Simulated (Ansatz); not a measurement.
Calculated with Ansatz (gas phase, PBE0-D4/def2-TZVP geometries, no zero-point term in ΔE). CCSD(T)/CBS adds triple-zeta CCSD(T) − MP2 to the extrapolated MP2 energy (def2 sets, frozen cores). This one scheme is used for every species. DFT in def2-TZVPP. B3LYP here is the variant with VWN-RPA as its local correlation; programs differ in this. HSE06 is defined as in plane-wave codes. Elements past krypton have def2 core potentials. For Sn outer-core shells are correlated without core-valence functions, which leaves a few kJ/mol of doubt a bond.

Reaction (formal exchange of groups at the Sn–Si bond): `[SiH3][Sn]([Cl])([Cl])[Cl]` + CH₄ → `[CH3][Sn]([Cl])([Cl])[Cl]` + SiH₄

```tsv
level	ΔE (kJ/mol)	difference from CCSD(T)/CBS
BLYP-D4	51.8	10.3
r2SCAN-D4	49.4	7.9
B97M-V	47.3	5.8
PBE0-D4	52.3	10.8
B3LYP-D4	50.5	9.0
r2SCANh-D4	49.2	7.7
r2SCAN0-D4	48.8	7.3
HSE06-D4	52.6	11.1
BHLYP-D4	48.6	7.1
CAM-B3LYP-D4	45.2	3.7
ωB97X-V	42.8	1.3
ωB97M-V	43.1	1.6
B2PLYP	43.8	2.3
PBE-QIDH	44.3	2.8
PBE	53.9	12.4
revPBE	53.6	12.1
BLYP	50.4	8.9
r2SCAN	49.1	7.6
PBE0	51.0	9.5
r2SCANh	48.8	7.3
r2SCAN0	48.3	6.8
HSE06	51.2	9.7
BHLYP	44.7	3.2
LC-ωPBE	43.3	1.8
RPA@PBE/def2-TZVPP	33.3	-8.2
HF/def2-SVP	44.9	3.4
MP2/def2-SVP	40.6	-0.9
CCSD/def2-SVP	43.4	1.9
CCSD(T)/def2-SVP	43.6	2.1
HF/def2-TZVPP	38.3	-3.2
MP2/def2-TZVPP	36.9	-4.6
SCS-MP2/def2-TZVPP	35.2	-6.3
CCSD/def2-TZVPP	37.5	-4.0
CCSD(T)/def2-TZVPP	37.3	-4.2
HF/def2-QZVPP	38.0	-3.5
MP2/def2-QZVPP	39.2	-2.3
SCS-MP2/def2-QZVPP	37.4	-4.1
HF/CBS(def2)	37.9	-3.6
MP2/CBS(def2)	41.1	-0.4
CCSD/CBS(def2)	41.7	0.2
CCSD(T)/CBS	41.5	0
```

Largest T1 diagnostic among the species: 0.011.

Leaving LDA and LC-ωPBE aside and taking each functional with its dispersion term where it has one, the values, not all of them listed here, spread over 12.2 kJ/mol, from ωB97X-V to PBE-D4. From BLYP to BHLYP (50 % exact exchange), in def2-TZVPP and without D4, ΔE moves by −5.7 kJ/mol.
